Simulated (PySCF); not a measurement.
How strongly Cu binds etchant and ambient atoms

CCSD(T) in PySCF with def2-TZVPPD on every atom, for the lowest determinant that a PBE0 search found; no spin–orbit coupling. D0 is De less the harmonic zero-point energy.

```csv
X,state of CuX,D0(CuX) (eV),D0(X₂) (eV)
H,singlet (closed shell),2.60,4.43
F,singlet (closed shell),4.11,1.46
Cl,singlet (closed shell),3.64,2.30
Br,singlet (closed shell),3.37,2.07
```

Problem. Give the energy of Cu + X₂ → CuX + X at 0 K for each X.

Solution. H: 4.43 − 2.60 = +1.83 eV; F: 1.46 − 4.11 = -2.65 eV; Cl: 2.30 − 3.64 = -1.34 eV; Br: 2.07 − 3.37 = -1.30 eV (CCSD(T)/def2-TZVPPD; negative means exothermic).

Problem. Does an atom of F displace H from CuH?

Solution. CuH + F → CuF + H has ΔE = 2.60 − 4.11 = -1.51 eV at CCSD(T)/def2-TZVPPD, so it is downhill.

Gas-phase diatomics only hint at surface chemistry, where an atom holds several bonds.

Correlated steps freeze the inner cores (0 to 18 orbitals); shallow outer-core shells are correlated. Where the molecule has an RHF reference, its open-shell atoms are computed with UHF. The CCSD T1 diagnostic is raised in CuBr, CuCl, CuF, CuH, a sign that a single reference may not be enough there.
